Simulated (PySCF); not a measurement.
Consider (H2Na2O2). Optimised structure (Å), atoms numbered from 1:
```
Na    0.6827   -0.9750   -0.7745
O     1.3970    0.5715    0.5067
Na   -0.6803    0.9766    0.7598
O    -1.3952   -0.5699   -0.5213
H     2.2340    0.9178    0.8149
H    -2.2320   -0.9170   -0.8288
```

Energies: BP86-D3(BJ)/ma-def2-SVP (PySCF, density fitting, integration grid level 2) on PBE0-D3(BJ)/ma-def2-SVP structures. Zero-point and thermal terms (298.15 K, 1 bar) come from unscaled GFN2-xTB harmonic frequencies, with soft modes damped to free rotors in the entropy. These were taken at the GFN2-xTB minima.

(1) What are the vertical and the adiabatic electron affinity for forming the radical anion?

(2) Where does the unpaired spin of the relaxed radical anion sit?

(3) What reduction potential follows in water (IEF-PCM), on the absolute scale?

Results:

(1) 0.15 eV vertical and 0.17 eV adiabatic, the latter with zero-point energy.

(2) Na3 (Na) 0.47, Na1 (Na) 0.46 (intrinsic atomic orbital populations).

(3) In the gas phase −ΔG of reduction is 0.203 eV, and solvation is -42.6 kJ/mol for the parent and -173.1 kJ/mol for the product, so the absolute potential is 1.56 V. The solvent is electrostatics only, on gas-phase structures; the absolute scale refers to an electron at rest in vacuum.

Caveats: thermal terms of [H2Na2O2]-• come from a GFN2-xTB structure of other bonding; ma-def2-SVP is a small basis, whose errors can reach tens of kJ/mol.
